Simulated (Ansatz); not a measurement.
C2H3FSi, SMILES `F[SiH]1C=C1`. Total charge 0; spin multiplicity 1. Geometry: relaxed with PBE0-D4/def2-TZVP.

```xyz
7

F     1.705   -1.035   -0.980
Si    0.722   -0.514    0.164
C    -0.231    0.980   -0.010
C    -0.986   -0.127   -0.155
H     1.261   -1.048    1.425
H    -0.436    2.042   -0.068
H    -2.034   -0.298   -0.375
```

(1) What is the dipole moment at B3LYP/def2-TZVPP? (Estimate.)

(2) And with PBE, r2SCAN, ωB97M-V? (Best estimate.)

(3) Give the Mulliken charges with B3LYP, PBE, ωB97M-V in def2-TZVPP. (An estimate is asked.)

## Answers

(1) The calculation gave: 1.49 D, with components (-1.09, 0.64, 0.79) D in this frame, pointing from negative to positive charge.

(2) The calculation gave: PBE 1.47 D, r2SCAN 1.49 D, ωB97M-V 1.46 D.

(3) Computed: 
```
atom  B3LYP    PBE  ωB97M-V
  F1  -0.33  -0.28    -0.31
 Si2   0.56   0.46     0.53
  C3  -0.20  -0.16    -0.22
  C4  -0.20  -0.16    -0.22
  H5  -0.08  -0.07    -0.04
  H6   0.13   0.11     0.13
  H7   0.13   0.11     0.13
```

B3LYP here is the variant with VWN-RPA as its local correlation; programs differ in this.
